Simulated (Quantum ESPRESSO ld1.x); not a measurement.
Question: The mean radii <r> (bohr) of the occupied orbitals of an atom or ion are listed with their occupations. All-electron calculation, scalar-relativistic Kohn-Sham, LDA (Slater exchange, Perdew-Wang correlation), spin-polarised, spherical densities, point nucleus. Program: ld1.x of Quantum ESPRESSO 7.5.

| orbital | occ. | <r> |
|---|---|---|
| 1s down | 1 | 0.01867 |
| 1s up | 1 | 0.01867 |
| 2s up | 1 | 0.07899 |
| 2s down | 1 | 0.07899 |
| 2p up | 3 | 0.07059 |
| 2p down | 3 | 0.07059 |
| 3s up | 1 | 0.2050 |
| 3s down | 1 | 0.2050 |
| 3p up | 3 | 0.2050 |
| 3p down | 3 | 0.2050 |
| 3d up | 5 | 0.1857 |
| 3d down | 5 | 0.1857 |
| 4s up | 1 | 0.4590 |
| 4s down | 1 | 0.4590 |
| 4p up | 3 | 0.4880 |
| 4p down | 3 | 0.4880 |
| 4d up | 5 | 0.5234 |
| 4d down | 5 | 0.5233 |
| 5s up | 1 | 1.091 |
| 5s down | 1 | 1.089 |
| 5p up | 3 | 1.264 |
| 5p down | 3 | 1.260 |
| 4f up | 7 | 0.6354 |
| 4f down | 7 | 0.6337 |
| 5d up | 1 | 1.729 |

Name the element and its charge. Open shells, if any, are filled with parallel spins first.

Answer: Z = 73, tantalum, charge +4: Ta4+ in [Xe] 4f14 5d1. The 1s radius gives Z: for a bare nucleus <r> = (2 gamma + 1)/(2Z) with gamma = sqrt(1 - (Z/c)^2), 0.01844 bohr for Z = 73, and screening makes it slightly larger (0.01867 here). The occupations add up to 69, and the charge is Z minus that.
